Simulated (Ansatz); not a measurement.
Start from `N=C[Si](O)(F)[SiH3]` and change one atom or group to get `C[Si](O)(F)[SiH3]`.

Ansatz, PBE0-D4/def2-TZVP geometries, multiplicity 1. Each molecule was computed in one conformer, which needn't be the lowest.

```tsv
property	`N=C[Si](O)(F)[SiH3]`
HOMO–LUMO gap (PBE/def2-TZVPP) / eV	3.75
LUMO energy (B3LYP/def2-TZVPP) / eV	-1.83
size of the dipole moment (ωB97M-V/def2-TZVPP) / D	2.94
HOMO energy (ωB97M-V/def2-TZVPP) / eV	-9.93
size of the dipole moment (PBE/def2-TZVPP) / D	2.84
HOMO–LUMO gap (B3LYP/def2-TZVPP) / eV	5.74
```

**Question.** Give the same properties after the change, and the shifts. (An estimate is asked.)

**Answer.** Computed: 
```csv
property,`C[Si](O)(F)[SiH3]`,shift
HOMO–LUMO gap (PBE/def2-TZVPP) / eV,6.13,2.38
LUMO energy (B3LYP/def2-TZVPP) / eV,-0.04,1.79
size of the dipole moment (ωB97M-V/def2-TZVPP) / D,2.11,-0.83
HOMO energy (ωB97M-V/def2-TZVPP) / eV,-10.10,-0.17
size of the dipole moment (PBE/def2-TZVPP) / D,2.08,-0.76
HOMO–LUMO gap (B3LYP/def2-TZVPP) / eV,7.80,2.06
```

With PBE0 the HOMO falls by 0.27 eV and the LUMO rises by 1.79 eV, so the gap widens by about 2.06 eV. PBE moves the HOMO by -0.40 eV and ωB97M-V by -0.17 eV. Dipoles are sizes alone; their direction can turn.

B3LYP here is the variant with VWN-RPA as its local correlation; programs differ in this.
